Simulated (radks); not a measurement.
Values are calculated unless marked as measured or tabulated.
Question: Successive ionisation energies (eV) of one element, from differences of total energies of ions in their ground configurations, starting at charge 44: 2290.9, 2346.7, 2419.1, 2476.7, 2533.7, 2682.0, 2744.6, 4902.3, 5038.6, 5175.8, 5313.7, 5452.0, 5631.7, 5775.7, 5920.5, 6066.0, 6211.9, 6610.2, 6734.2, 6856.2, 7017.9, 7144.4. Level of theory: non-relativistic Kohn-Sham, PBE, spin-polarised, spherical densities, point nucleus; open shells are filled with parallel spins first (spin-orbit coupling, left out, can overturn this in heavy ions); relativity is left out, which matters for an element this heavy (a radial shooting solver on a logarithmic mesh with Libxc functionals). Which element is it?

Answer: Gold (Z = 79). The first species listed is Au44+ in [Ar] 3d10 4s2 4p5, the last Au65+ in [Ne] 3s2 3p2.
